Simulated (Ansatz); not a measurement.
Reactions of `C[Si](N)(O)O[SiH3]`.

Calculated with Ansatz (gas phase, PBE0-D4/def2-TZVP geometries, no zero-point term in ΔE). CBS: MP2 limit from def2 TZ/QZ plus the TZ coupled-cluster correction, frozen cores. Functionals use def2-TZVPP. Elements past krypton have def2 core potentials. For Br, In outer-core shells are correlated without core-valence functions, which leaves a few kJ/mol of doubt a bond. Scalar relativity is left out up to krypton. One conformer a species, not always the lowest.

| reaction | PBE-D4 (kJ/mol) | ωB97X-V (kJ/mol) | HF/CBS(def2) (kJ/mol) | PBE0-D4 (kJ/mol) | CCSD(T)/CBS(def2) (kJ/mol) |
| --- | --- | --- | --- | --- | --- |
| `C[Si](N)(O)O[SiH3]` + `B[Si](C)(F)Cl` → `C[Si](C)(N)O` + `B[Si](F)(Cl)O[SiH3]` | 13 | 12 | 9 | 13 | 11 |
| `C[Si](N)(O)O[SiH3]` + `C[SiH](N)Cl` → `C[Si](N)(O)Cl` + `C[SiH](N)O[SiH3]` | 6 | 6 | 7 | 6 | 7 |
| `C[Si](N)(O)O[SiH3]` + `C=C([SiH3])CC` → `N[Si](O)([SiH3])O[SiH3]` + `C=C(C)CC` | 30 | 40 | 48 | 34 | 44 |
| `C[Si](N)(O)O[SiH3]` + `C[Si](O)([SiH3])Cl` → `O[Si]([SiH3])([SiH3])Cl` + `CO[Si](C)(N)O` | 187 | 209 | 233 | 198 | 218 |
| `C[Si](N)(O)O[SiH3]` + `B[SiH2]F` → `B[Si](C)(N)O` + `F[SiH2]O[SiH3]` | 16 | 16 | 14 | 18 | 15 |
| `C[Si](N)(O)O[SiH3]` + `[CH3][In]([OH])[Br]` → `C[Si](O)(Br)O[SiH3]` + `[CH3][In]([NH2])[OH]` | 93 | 98 | 122 | 99 | 93 |

Largest T1 diagnostic: 0.015, for `[CH3][In]([NH2])[OH]`.
